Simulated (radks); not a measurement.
The numbers below are computed, except where a source is named.
Coulomb parameter of the 4d shell of the silver ion Ag3+ in the model configuration [Kr] 4d6.5 5p1.5, as a second difference U = [E(n + 1) + E(n - 1) - 2 E(n)] / (1)^2 with all orbitals relaxed. "Bare": the charge of the atom changes with n. "Screened": the 5p shell takes up the change at fixed total charge, which measures U(4d,4d) + U(5p,5p) - 2 U(4d,5p). Level of theory: scalar-relativistic Kohn-Sham, BLYP, spin-unpolarised, spherical densities, point nucleus (a radial shooting solver on a logarithmic mesh with Libxc functionals).

case            configuration  E - E(n) (eV)
start        [Kr] 4d6.5 5p1.5          0.000
bare +1      [Kr] 4d7.5 5p1.5        -44.265
bare -1      [Kr] 4d5.5 5p1.5         60.130
screened +1  [Kr] 4d7.5 5p0.5        -23.090
screened -1  [Kr] 4d5.5 5p2.5         26.767

U(bare) = 15.865 eV, U(screened by 5p) = 3.678 eV, against the Slater integral F0(4d,4d) = 20.554 eV with frozen orbitals.
